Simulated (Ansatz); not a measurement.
Problem. Predict a relaxed structure of the cluster Au2Cl2, charge 0, singlet, at PBE0-D4/def2-SVP (Ansatz).

Solution. 
```xyz
4

Au   -0.7288    0.0809    1.1848
Au    0.7286   -0.0814   -1.1847
Cl    1.7884    0.2455    1.0829
Cl   -1.7883   -0.2450   -1.0830
```
Point group D2h (tolerance 0.1 Å). This is one stationary point.

In the def2 sets Au takes a core potential; there is no spin–orbit coupling. The structure comes from a short search, and lower isomers may exist.
